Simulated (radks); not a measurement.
Values are calculated unless marked as measured or tabulated.
Radial electron density D(r) = 4 pi r^2 rho(r) of an atom or ion with 35 electrons. Level of theory: Dirac Kohn-Sham, PBE, spin-unpolarised, spherical densities, finite nucleus; Fermi nuclear charge, rms radius of each element as measured or else 0.836 A^(1/3) + 0.57 fm (a radial shooting solver on a logarithmic mesh with Libxc functionals).

```
   r/bohr * D(r) (the largest magnitude, 53.5, reaches the edge; | marks zero)
 0.004621 |      *
 0.005294 |        *
 0.006017 |          *
 0.006893 |             *
 0.007834 |               *
 0.008976 |                  *
  0.01028 |                      *
  0.01169 |                          *
  0.01339 |                              *
  0.01534 |                                  *
  0.01744 |                                     *
  0.01998 |                                         *
  0.02289 |                                           *
  0.02601 |                                             *
   0.0298 |                                             *
  0.03414 |                                            *
   0.0388 |                                           *
  0.04446 |                                        *
  0.05093 |                                      *
  0.05789 |                                     *
  0.06632 |                                      *
  0.07599 |                                        *
  0.08636 |                                            *
  0.09894 |                                                *
   0.1125 |                                                    *
   0.1288 |                                                      *
   0.1476 |                                                    *
   0.1678 |                                                *
   0.1922 |                                         *
   0.2202 |                                  *
   0.2503 |                              *
   0.2867 |                              *
   0.3285 |                                *
   0.3734 |                                   *
   0.4277 |                                     *
   0.4901 |                                   *
    0.557 |                               *
   0.6381 |                       *
   0.7311 |                *
   0.8309 |           *
    0.952 |       *
    1.091 |      *
     1.24 |     *
     1.42 |     *
    1.614 |    *
    1.849 |   *
    2.119 |  *
    2.408 | *
    2.759 |*
    3.161 |*
    3.592 *
    4.116 *
    4.715 *
    5.359 *
     6.14 *
```

What is the nuclear charge?

Answer. Z = 36. The innermost maximum, from 1s, lies near gamma/Z bohr with gamma = sqrt(1 - (Z/c)^2) = 0.965, here 0.0268 bohr (found: 0.0291), and its height grows with Z. The density is that of the krypton ion Kr+ in [Ar] 3d10 4s2 4p5; the configuration itself is not fixed sharply by these data, and Z only to about a unit. D(r) has 3 maxima, at r = 0.0291, 0.130, 0.431 bohr, and minima at 0.0603, 0.273 bohr, inside which lie 2.08, 11.02 electrons.
